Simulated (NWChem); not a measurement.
System: InNH3OF; SMILES [NH2][In]([OH])[F]

```xyz
7

In     0.0264     0.0151     0.0136
F     -1.8292    -0.6305    -0.0283
O      1.3621    -1.4530    -0.0347
H      0.9210    -2.3112    -0.0486
N      0.3586     1.9999    -0.0978
H      1.2382     2.3062     0.3116
H     -0.3952     2.5651     0.2867
```
Atoms are numbered in this order, from 1.

Computed with NWChem. The geometry was optimised at PBE0/def2-SVP. No frequency run checked for a minimum. def2 effective core potentials on In; no spin-orbit coupling. Ions are spin-unrestricted doublets at the neutral geometry; other ion states weren't tried.

For level PBE0/def2-SVP:

- vertical ionisation energy, ΔSCF (eV): 10.01
- −ε(HOMO) (eV): 7.71

Task: What are these values for level PBE/def2-SVP?

Result: 
| Item | Result |
|---|---|
| vertical ionisation energy, ΔSCF (eV) | 9.60 |
| −ε(HOMO) (eV) | 6.19 |
